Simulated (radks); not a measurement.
Cd II, 47 electrons, occupied as [Kr] 4d9 5s2 (not the ground configuration). Calculated with a radial shooting solver on a logarithmic mesh with Libxc functionals: scalar-relativistic Kohn-Sham, r2SCAN, spin-unpolarised, spherical densities, finite nucleus; meta-GGA in the generalised Kohn-Sham scheme; Fermi nuclear charge, rms radius 4.6087 fm.

Unscreened Slater integrals over Kohn-Sham orbitals (eV).

\begin{tabular}{lr}
integral & value \\ \hline
F0(5s,5s) & 9.6611 \\
F0(5s,4d) & 11.838 \\
G2(5s,4d) & 1.7683 \\
F0(5s,4p) & 12.196 \\
G1(5s,4p) & 0.74597 \\
F0(5s,4s) & 12.291 \\
G0(5s,4s) & 0.49503 \\
F0(4d,4d) & 20.156 \\
F2(4d,4d) & 10.032 \\
F4(4d,4d) & 6.5638 \\
F0(4d,4p) & 22.437 \\
F2(4d,4p) & 11.123 \\
G1(4d,4p) & 14.039 \\
G3(4d,4p) & 8.5982 \\
F0(4d,4s) & 23.128 \\
G2(4d,4s) & 10.415 \\
F0(4p,4p) & 25.620 \\
F2(4p,4p) & 13.459 \\
F0(4p,4s) & 26.650 \\
G1(4p,4s) & 18.126 \\
F0(4s,4s) & 27.831 \\
\end{tabular}

Derived for the open shells (J is the average intra-shell exchange parameter used in DFT+U). 4d: Racah B = F2/49 - 5 F4/441 = 0.1303 eV, C = 35 F4/441 = 0.5209 eV, C/B = 4.00, F4/F2 = 0.654, J = (F2 + F4)/14 = 1.185 eV.
